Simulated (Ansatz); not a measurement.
Geometry optimisation, Ansatz, UKS PBE-D4/def2-mTZVP.

input.yaml

```yaml
crystal:
  periodic: [false, false, false]
  atoms:
    - { symbol: C, position_ang: [0.0049, 0.0369, -1.5692] }
    - { symbol: H, position_ang: [0.991, -0.4086, -1.5501] }
    - { symbol: H, position_ang: [-0.0806, 0.6887, -2.4292] }
    - { symbol: H, position_ang: [-0.1484, 0.6124, -0.6631] }
    - { symbol: H, position_ang: [-0.7432, -0.7431, -1.6302] }
    - { symbol: F, position_ang: [-0.7847, 0.9876, 2.0848] }
    - { symbol: B, position_ang: [-0.0049, -0.0469, 1.9515] }
    - { symbol: F, position_ang: [-0.5109, -1.2096, 1.6607] }
    - { symbol: F, position_ang: [1.2769, 0.0826, 2.1448] }
magnetization:
  spin_polarized: true
basis:
  gaussian: { orbitals: def2-mTZVP }
hamiltonian:
  xc: pbe
  dispersion: d4
relax:
  f_tol: 0.02
  max_steps: 40
```

Run as:

```bash
$ ansatz run input.yaml --threads 2 --pin off --max-ram 3072MiB --backend cpu --events-out ev --progress --plain --runs-dir out
```

**Question.** Where does it end, and by what steps?

**Answer.** The forces met the threshold. The force dipped under the threshold on the way, but the program's further checks kept it going. After 21 steps the energy has fallen by 0.093 eV; H4 moved furthest, 0.62 Å.

```tsv
step	energy less start (eV)	largest force component (eV/Å)	accepted
0	0.0000	1.342	yes
1	-0.0228	1.061	yes
2	-0.0581	0.504	yes
3	-0.0803	0.112	yes
4	-0.0832	0.062	yes
5	-0.0831	0.386	no
6	-0.0863	0.028	yes
7	-0.0895	0.110	yes
8	-0.0904	0.157	yes
9	-0.0916	0.050	yes
10	-0.0920	0.012	yes
11	-0.0905	0.221	no
12	-0.0924	0.027	yes
13	-0.0920	0.118	no
14	-0.0926	0.032	yes
15	-0.0927	0.045	yes
16	-0.0928	0.033	yes
17	-0.0929	0.001	yes
18	-0.0930	0.022	yes
19	-0.0690	0.567	no
20	-0.0930	0.009	yes
21	-0.0931	0.014	yes
```

```xyz
9
Properties=species:S:1:pos:R:3
C 0.005 0.146 -1.453
H 1.035 -0.008 -1.106
H 0.009 0.255 -2.544
H -0.408 1.058 -1.005
H -0.614 -0.718 -1.183
F -0.678 0.956 1.936
B -0.007 -0.183 1.817
F -0.663 -1.331 1.708
F 1.320 -0.176 1.830
```

Whether the end is a true minimum wasn't checked by a vibrational analysis.

Time of the run: 95 s on 2 threads of Arm Neoverse N1 (shared host), peak memory 0.17 GiB.
